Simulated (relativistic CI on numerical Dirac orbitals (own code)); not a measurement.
**Level scheme of Pt⁹⁺**

Calculated at this level of theory: Dirac-Coulomb-Breit CI, separate exchange-only KLI orbitals for each configuration, model QED (radiative potential, 1s self-energy scaled to tabulated hydrogen-like ionisation energies), unscaled Slater integrals (own radial code, finite nucleus).

Configurations in the expansion (outside the closed core [Kr] 4d10): 4f¹⁴5s²5p⁶5d, 4f¹⁴5s²5p⁶6s, 4f¹⁴5s²5p⁶5f, 4f¹⁴5s²5p⁵5d², 4f¹⁴5s²5p⁶6p, 4f¹⁴5s²5p⁶5g, 4f¹⁴5s5p⁶5d², 4f¹⁴5s²5p⁶6d, 4f¹⁴5s²5p⁵5d5f, 4f¹⁴5s²5p⁶7s, 4f¹⁴5s²5p⁶7p, 4f¹³5s²5p⁶5d², 4f¹⁴5s²5p⁵5d6s, 4f¹⁴5s²5p⁶6f, 4f¹⁴5s²5p⁵5d5g, 4f¹⁴5s²5p⁶7d, 4f¹⁴5s²5p⁶8s, 4f¹⁴5s5p⁶5d5f, 4f¹⁴5s²5p⁶8p, 4f¹⁴5s²5p⁵5d6p, 4f¹³5s²5p⁶5d6s, 4f¹⁴5s5p⁶5d5g, 4f¹⁴5s5p⁶6s², 4f¹⁴5p⁶5d³, 4f¹⁴5p⁵5d⁴. Double excitations out of closed p, d and f shells are left out; levels of such configurations are missing from the list, as are those of other unlisted configurations, and high levels can miss mixing partners. Some configurations lack a partner that the ground configuration has and come out too high, among them 4f¹⁴5s²5p⁵5d5f, 4f¹³5s²5p⁶5d², 4f¹⁴5s²5p⁵5d6s, 4f¹⁴5s²5p⁵5d5g, 4f¹⁴5s²5p⁵5d6p.

The lowest level is 4f¹⁴5s²5p⁶5d ²D3/2, with 99 % of that term; Hund's rules for 4f¹⁴5s²5p⁶5d give ²D with J = 3/2, in agreement.

| No. | Configuration | Term | J | E (cm⁻¹) | % | Landé g | jj configuration (%) |
| --- | --- | --- | --- | --- | --- | --- | --- |
| 1 | 4f¹⁴5s²5p⁶5d | ²D | 3/2 | 0 | 99 | 0.799 | 5d3/2 (99) |
| 2 | 4f¹⁴5s²5p⁶5d | ²D | 5/2 | 18503 | 99 | 1.200 | 5d5/2 (99) |
| 3 | 4f¹⁴5s²5p⁶6s | ²S | 1/2 | 240265 | 99 | 2.002 | 6s (99) |
| 4 | 4f¹⁴5s²5p⁶6p | ²P° | 1/2 | 347369 | 99 | 0.665 | 6p1/2 (99) |
| 5 | 4f¹⁴5s²5p⁶6p | ²P° | 3/2 | 386260 | 99 | 1.334 | 6p3/2 (99) |
| 6 | 4f¹⁴5s²5p⁵5d² | ⁴D° | 1/2 | 410699 | 94 | 0.057 | 5p3/2^3 5d3/2^2 (77) |
| 7 | 4f¹⁴5s²5p⁵5d² | ⁴D° | 3/2 | 413007 | 69 | 1.082 | 5p3/2^3 5d3/2^2 (81) |
| 8 | 4f¹⁴5s²5p⁵5d² | ⁴D° | 5/2 | 421175 | 48 | 1.188 | 5p3/2^3 5d3/2^2 (51) |
| 9 | 4f¹⁴5s²5p⁵5d² | ²F° | 5/2 | 428855 | 32 | 1.127 | 5p3/2^3 5d3/2 5d5/2 (62) |
| 10 | 4f¹⁴5s²5p⁵5d² | ⁴G° | 7/2 | 429600 | 39 | 1.099 | 5p3/2^3 5d3/2^2 (62) |
| 11 | 4f¹⁴5s²5p⁵5d² | ⁴D° | 7/2 | 434533 | 48 | 1.265 | 5p3/2^3 5d3/2 5d5/2 (56) |
| 12 | 4f¹⁴5s²5p⁵5d² | ⁴G° | 9/2 | 437117 | 72 | 1.192 | 5p3/2^3 5d3/2 5d5/2 (96) |
| 13 | 4f¹⁴5s²5p⁵5d² | ⁴P° | 5/2 | 441446 | 44 | 1.239 | 5p3/2^3 5d3/2 5d5/2 (62) |
| 14 | 4f¹⁴5s²5p⁵5d² | ⁴G° | 11/2 | 442940 | 86 | 1.248 | 5p3/2^3 5d3/2 5d5/2 (55) |
| 15 | 4f¹⁴5s²5p⁵5d² | ²P° | 3/2 | 443831 | 27 | 1.304 | 5p3/2^3 5d3/2 5d5/2 (70) |
| 16 | 4f¹⁴5s²5p⁵5d² | ²D° | 3/2 | 445677 | 29 | 1.170 | 5p3/2^3 5d3/2^2 (62) |
| 17 | 4f¹⁴5s²5p⁶5f | ²F° | 7/2 | 448029 | 45 | 1.110 | 5f7/2 (45) |
| 18 | 4f¹⁴5s²5p⁶5f | ²F° | 5/2 | 448563 | 40 | 0.933 | 5p3/2^3 5d3/2 5d5/2 (51) |
| 19 | 4f¹⁴5s²5p⁵5d² | ²F° | 7/2 | 454482 | 34 | 1.100 | 5p3/2^3 5d3/2 5d5/2 (76) |
| 20 | 4f¹⁴5s²5p⁵5d² | ⁴P° | 1/2 | 457321 | 40 | 1.666 | 5p3/2^3 5d3/2 5d5/2 (93) |
| 21 | 4f¹⁴5s²5p⁵5d² | ²D° | 5/2 | 461858 | 55 | 1.169 | 5p3/2^3 5d5/2^2 (77) |
| 22 | 4f¹⁴5s²5p⁵5d² | ⁴F° | 9/2 | 464572 | 58 | 1.240 | 5p3/2^3 5d5/2^2 (61) |
| 23 | 4f¹⁴5s²5p⁵5d² | ²H° | 11/2 | 464942 | 86 | 1.115 | 5p3/2^3 5d5/2^2 (55) |
| 24 | 4f¹⁴5s²5p⁵5d² | ⁴D° | 7/2 | 465040 | 42 | 1.230 | 5p3/2^3 5d3/2 5d5/2 (91) |
| 25 | 4f¹⁴5s²5p⁵5d² | ²D° | 3/2 | 470235 | 30 | 1.196 | 5p3/2^3 5d3/2 5d5/2 (86) |
| 26 | 4f¹⁴5s²5p⁵5d² | ⁴D° | 5/2 | 472038 | 38 | 1.224 | 5p3/2^3 5d3/2 5d5/2 (76) |
| 27 | 4f¹⁴5s²5p⁵5d² | ²P° | 1/2 | 480646 | 60 | 1.283 | 5p3/2^3 5d5/2^2 (93) |
| 28 | 4f¹⁴5s²5p⁵5d² | ²G° | 9/2 | 482832 | 63 | 1.046 | 5p3/2^3 5d3/2 5d5/2 (63) |
| 29 | 4f¹⁴5s²5p⁵5d² | ²F° | 7/2 | 485093 | 53 | 1.197 | 5p3/2^3 5d5/2^2 (75) |
| 30 | 4f¹⁴5s²5p⁵5d² | ²D° | 3/2 | 497437 | 39 | 0.843 | 5p3/2^3 5d3/2 5d5/2 (65) |
| 31 | 4f¹⁴5s²5p⁵5d² | ²P° | 3/2 | 514183 | 64 | 1.235 | 5p3/2^3 5d5/2^2 (87) |
| 32 | 4f¹⁴5s²5p⁵5d² | ²F° | 5/2 | 518362 | 31 | 0.912 | 5p3/2^3 5d5/2^2 (30) |
| 33 | 4f¹⁴5s²5p⁵5d² | ²G° | 7/2 | 521956 | 46 | 1.086 | 5p3/2^3 5d5/2^2 (53) |
| 34 | 4f¹⁴5s²5p⁵5d² | ²P° | 1/2 | 526720 | 41 | 0.641 | 5p3/2^3 5d3/2 5d5/2 (59) |
| 35 | 4f¹⁴5s²5p⁵5d² | ⁴F° | 5/2 | 532487 | 24 | 1.010 | 5p3/2^3 5d5/2^2 (31) |
| 36 | 4f¹⁴5s²5p⁵5d² | ²P° | 3/2 | 534575 | 37 | 1.477 | 5p3/2^3 5d5/2^2 (64) |
| 37 | 4f¹⁴5s²5p⁶6d | ²D | 3/2 | 544768 | 99 | 0.799 | 6d3/2 (99) |
| 38 | 4f¹⁴5s²5p⁶6d | ²D | 5/2 | 551682 | 99 | 1.200 | 6d5/2 (99) |
| 39 | 4f¹⁴5s²5p⁵5d² | ⁴G° | 7/2 | 579991 | 42 | 1.033 | 5p1/2 5p3/2^4 5d3/2 5d5/2 (95) |
| 40 | 4f¹⁴5s²5p⁵5d² | ²D° | 5/2 | 586655 | 30 | 1.002 | 5p1/2 5p3/2^4 5d3/2 5d5/2 (89) |
| 41 | 4f¹⁴5s²5p⁵5d² | ⁴D° | 3/2 | 590183 | 38 | 1.085 | 5p1/2 5p3/2^4 5d3/2 5d5/2 (94) |
| 42 | 4f¹⁴5s²5p⁵5d² | ²F° | 5/2 | 590610 | 65 | 0.868 | 5p1/2 5p3/2^4 5d3/2^2 (62) |
| 43 | 4f¹⁴5s²5p⁵5d² | ²S° | 1/2 | 592877 | 36 | 1.657 | 5p1/2 5p3/2^4 5d3/2 5d5/2 (95) |
| 44 | 4f¹⁴5s²5p⁵5d² | ²G° | 9/2 | 593491 | 45 | 1.100 | 5p1/2 5p3/2^4 5d3/2 5d5/2 (80) |
| 45 | 4f¹⁴5s²5p⁵5d² | ²F° | 7/2 | 604090 | 35 | 1.208 | 5p1/2 5p3/2^4 5d5/2^2 (91) |

Energies count from the lowest computed level; ° marks odd parity. Filled j subshells are mostly left out of the jj labels.

The mean weight of the leading LS term, summed over parents, in these 45 levels is 56 %, and that of the leading jj configuration (from the same eigenvectors) 75 %, so jj coupling describes them better and the LS labels are nominal.

At this charge transitions that keep the count of f electrons are usually good to a few per cent. Terms inside the open d or f shell come out 10 to 20 % too wide with unscaled integrals. Levels and lines within the n = 5 or 6 shells can be off by up to 10 % or somewhat more, and those that change n by about 2 %, since core polarisation is missing. Levels that differ in their count of f electrons can be misplaced by several ten thousand cm⁻¹, since the correlation energy of f electrons is missing or only estimated; rates across such gaps can be off by orders of magnitude.

LS names give the leading component of a level, which can be under half, so a name can repeat, a term be missing and a line seem to break the LS rules.
